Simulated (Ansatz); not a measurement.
System: BGeH$_{4}$F, charge 0, singlet. BGeH4F (SMILES F[BH][GeH3]).
B3LYP-D3(BJ)/def2-TZVP minimum from Ansatz (a program for electronic structure):
```xyz
7

B      0.4905    -1.2633    -0.2141
F     -0.3858    -2.2058     0.0929
Ge    -0.0066     0.7481     0.0201
H      0.1194     1.4762    -1.3331
H     -1.4307     0.9660     0.5603
H      0.9901     1.4215     0.9846
H      1.5534    -1.6331    -0.6221
```

Total energies in hartree (Ansatz). UHF or UKS for unpaired electrons; spin-orbit terms are left out. Cores are frozen in correlated methods (noble-gas shells, and filled d and f shells in the p block). No relativity. Where a partner has so few electrons that a lower coupled-cluster level is exact, that level stands in.

```tsv
species	HF/cc-pVTZ	CCSD(T)/cc-pVTZ	HF/cc-pVQZ	CCSD(T)/cc-pVQZ	CCSD(T)/cc-pVDZ	CCSDT(Q)/cc-pVDZ
1: BGeH4F (SMILES [BH](F)[GeH3])	-2201.93380	-2202.45588	-2201.94750	-2202.50524	-2202.23027	-2202.23191
2: B (doublet)	-24.53207	-24.59810	-24.53297	-24.60084	-24.58941	-24.58977
3: F (doublet)	-99.40552	-99.62036	-99.41377	-99.65026	-99.52757	-99.52776
4: Ge (triplet)	-2075.36107	-2075.42794	-2075.36359	-2075.43284	-2075.34866	-2075.34895
5: H (doublet)	-0.49981	-0.49981	-0.49995	-0.49995	-0.49928	-0.49928
```

Work out the atomisation energy (electronic, to ground-state atoms) in kJ/mol: take Hartree-Fock from cc-pVQZ, extrapolate the CCSD(T) correlation energy as X^-3 (X = 3, 4), and add CCSDT(Q) - CCSD(T) in cc-pVDZ. 1 hartree = 2625.5 kJ/mol.


Species 1: correlation (64·(-0.55774) - 27·(-0.52208))/37 = -0.58376; step -0.00164; E1 = -2201.94750 + (-0.58376) + (-0.00164) = -2202.53290
Species 2: correlation (64·(-0.06787) - 27·(-0.06603))/37 = -0.06921; step -0.00036; E2 = -24.53297 + (-0.06921) + (-0.00036) = -24.60254
Species 3: correlation (64·(-0.23649) - 27·(-0.21484))/37 = -0.25229; step -0.00019; E3 = -99.41377 + (-0.25229) + (-0.00019) = -99.66625
Species 4: correlation (64·(-0.06925) - 27·(-0.06687))/37 = -0.07099; step -0.00029; E4 = -2075.36359 + (-0.07099) + (-0.00029) = -2075.43487
Species 5: correlation (64·(0.00000) - 27·(0.00000))/37 = 0.00000; step +0.00000; E5 = -0.49995 + (0.00000) + (+0.00000) = -0.49995
-1·E1 +1·E2 +1·E3 +1·E4 +4·E5 = 0.82944 hartree = 2177.7 kJ/mol.
